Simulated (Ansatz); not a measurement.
`CC[O][GeH3]` and `CCOBF` differ in one atom or group.

Ansatz, PBE0-D4/def2-TZVP geometries, multiplicity 1. Each molecule was computed in one conformer, which needn't be the lowest.

Scalar relativity is left out up to krypton.

| property | `CC[O][GeH3]` |
| --- | --- |
| HOMO–LUMO gap (PBE0/def2-TZVPP) / eV | 8.06 |
| HOMO energy (PBE/def2-TZVPP) / eV | -6.15 |
| HOMO energy (B3LYP/def2-TZVPP) / eV | -7.47 |
| HOMO energy (ωB97M-V/def2-TZVPP) / eV | -10.08 |
| LUMO energy (PBE0/def2-TZVPP) / eV | 0.37 |
| LUMO energy (ωB97M-V/def2-TZVPP) / eV | 2.10 |

What does the change do to each property? (Best estimate.)

Ansatz gave: 
| property | `CCOBF` | shift |
| --- | --- | --- |
| HOMO–LUMO gap (PBE0/def2-TZVPP) / eV | 9.55 | 1.49 |
| HOMO energy (PBE/def2-TZVPP) / eV | -7.63 | -1.48 |
| HOMO energy (B3LYP/def2-TZVPP) / eV | -8.93 | -1.46 |
| HOMO energy (ωB97M-V/def2-TZVPP) / eV | -11.55 | -1.47 |
| LUMO energy (PBE0/def2-TZVPP) / eV | 0.39 | 0.02 |
| LUMO energy (ωB97M-V/def2-TZVPP) / eV | 2.15 | 0.05 |

The zero-point energy changes by -17.0 kJ/mol with -3 modes.

B3LYP here is the variant with VWN-RPA as its local correlation; programs differ in this.
